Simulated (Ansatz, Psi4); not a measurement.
Species: AlF2, charge 1, multiplicity 1. SMILES: [F][Al+][F]
Coordinates optimised at B3LYP-D3(BJ)/def2-TZVP (Ansatz, a first-principles code):
```xyz
3

Al     0.0000     0.0000     0.0000
F      0.0000     0.0000    -1.5918
F      0.0000     0.0000     1.5918
```
Charge +1, spin multiplicity 1.

Wanted: vertical triplet-singlet gap, E(triplet) - E(singlet), in eV. Set-up: non-relativistic; each state is the SCF solution reached for its charge and spin; UHF or UKS for open shells; no dispersion term unless named; no spin-orbit coupling; six Cartesian d functions in 6-31G* and its kin unless marked 5d. Ab initio and DFT rows: single points at B3LYP-D3(BJ) geometries (Ansatz). The spin state of an ion or metal species was assumed, not searched. Levels can end on unlike triplets.

| species | coefficient | E at wB97X-D/6-31G* (Psi4), Eh | E at wB97X-V/def2-TZVPD (Ansatz), Eh |
|---|---|---|---|
| charge 1, triplet | +1 | -441.55218 | -441.61588 |
| charge 1, singlet | -1 | -441.81672 | -441.89474 |

 1 Eh = 27.2114 eV.

Q: Work the quantity out at each level.

A: 
- wB97X-D/6-31G*: the sum of coefficient times E is 0.26454 Eh, or 7.199 eV. Result: 7.20 eV.
- wB97X-V/def2-TZVPD: the sum of coefficient times E is 0.27886 Eh, or 7.588 eV. Result: 7.59 eV.
